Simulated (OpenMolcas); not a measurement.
**Cu³⁺: from CASSCF to CASPT2**

```yaml
Program: OpenMolcas 26.06
Basis: ANO-R2 [6s4p4d2f1g]
Scalar_Hamiltonian: X2C, finite nucleus
Active_space: 8 electrons in 5 orbitals (3d)
State_averaging: 2S+1 = 3 even, 10 roots; 2S+1 = 1 even, 15 roots (14 in the spin-orbit step)
Spin-orbit_coupling: RASSI with atomic mean-field integrals over the reference wave functions, term energies averaged over their components
```

Methods on the same reference wave functions:
A. CASSCF
B. SS-CASPT2, IPEA 0.25 Eh, imaginary shift 0.1 Eh (closed shells correlated: 3s 3p)

Energies in cm⁻¹ above 3d⁸ ³F₄, the measured ground level; measured values from Sugar and Musgrove, J. Phys. Chem. Ref. Data 19, 527 (1990).

```tsv
Level	A	B	Measured
3d⁸ ³F₄	0.0	0.0	0.0
3d⁸ ³F₃	1837	1841	1861
3d⁸ ³F₂	3078	3050	3078
3d⁸ ¹D₂	19612	15680	16248
3d⁸ ³P₂	23793	19830	19697
3d⁸ ³P₁	24240	20270	20097
3d⁸ ³P₀	24692	20720	20423
3d⁸ ¹G₄	30406	26990	26913
```

Deviations, from unrounded energies. A percentage is the sum of absolute deviations over the sum of measured energies, with the sign that they share, or ± where signs differ.

```csv
Against measurement,Levels,A,B
mean absolute deviation (cm-1),7,2800,190
fine structure of the ground term (%),2,±0.5,-1.1
other terms of the ground configuration (%),5,+18.7,±1.2
```

B lies closest to measurement on these levels. The largest miss of B in the table is 3d⁸ ¹D₂, by -570 cm-1. The ranking rests on the paired levels alone, and a cruder setting can come out closer through cancelling errors.

From A to B the spin-free energies of the other terms of 3d⁸ shown, above ³F, scale by factors of 0.79 to 0.88, as is usual when dynamic correlation screens the repulsion within a d or f shell.

The lowest spin-free term lies below A's lowest term by 0.607 hartree in B.

CASPT2 breaks the degeneracy within a term, and the mean is taken; among the terms shown or strongly mixed into the levels shown the widest spread is 920 cm-1 (3d⁸ ¹G, B). Some high roots are left out of the spin-orbit mixing, which shifts the levels that they would mix with. Without dynamic correlation excited terms often stand tens of per cent too high (terms of higher spin than the ground term too low), and those without a measured partner can miss by more than the paired ones (holds for A). Computed and measured levels are paired by configuration, term and J; levels that our copy of the source lacks, or whose pairing is in doubt (as where it misses far off the trend of its configuration), stay unpaired and out of the deviations. Levels of configurations outside the active space are missing.
